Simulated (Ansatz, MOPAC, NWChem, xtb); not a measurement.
## How methods differ on CH3Cl3Si (methyltrichlorosilane)

CH3Cl3Si, singlet, SMILES `C[Si](Cl)(Cl)Cl`. Each level relaxes the structure for itself.

Each level gives the zero-point energy at each level's own minimum (kJ/mol). The values are calculated.

| level | kind | program | value (kJ/mol) |
| --- | --- | --- | --- |
| PM3 | semi-empirical | MOPAC | 106.3 |
| PM6-D3H4 | semi-empirical | MOPAC | 99.6 |
| PM7- | semi-empirical | MOPAC | 101.4 |
| GFN2-xTB | semi-empirical | xtb | 108.6 |
| HF/STO-3G | Hartree–Fock | Ansatz | 134.5 |
| HF/3-21G | Hartree–Fock | Ansatz | 118.6 |
| HF/6-31G* (Cartesian functions) | Hartree–Fock | Ansatz | 119.5 |
| PBE/def2-SVP | GGA | Ansatz | 108.4 |
| B3LYP/def2-SVP | global hybrid | NWChem | 111.0 |
| PBE0-D4/def2-TZVP | global hybrid | Ansatz | 111.7 |

Harmonic and unscaled. The values span 99.6 to 134.5 kJ/mol. Without the sets that lack polarisation functions the rows with a basis span only 108.4 to 119.5 kJ/mol.
